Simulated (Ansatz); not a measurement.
`C[SiH2][CH2][AlH][SH]` + `[SiH3]S` → `[SiH3][S][AlH][SH]` + `C[SiH2]C`  (ligand exchange at the Al–C bond)

Isolated molecules relaxed with PBE0-D4/def2-TZVP in Ansatz; ΔE leaves out vibrations. CCSD(T)/CBS is the MP2 limit (def2-TZVPP, def2-QZVPP) plus CCSD(T) − MP2 in def2-TZVPP, frozen cores. DFT in def2-TZVPP. One conformer a species, not always the lowest.

```csv
level,ΔE (kcal/mol)
r2SCAN,-26.3
CCSD/def2-TZVPP,-25.2
HF/CBS(def2),-27.0
CCSD/CBS(def2),-25.7
```

Question: What does CCSD(T)/CBS give? (Best estimate.)

Answer: The calculation gave: -25.7 kcal/mol. The listed levels differ from it by -0.6, 0.5, -1.3, 0.0 kcal/mol.

Largest T1 diagnostic among the species: 0.012.

In def2-TZVPP, CCSD(T) changes the Hartree–Fock value by +2.0 kcal/mol (the triples alone add −0.0 kcal/mol) and MP2 by +1.0 kcal/mol.
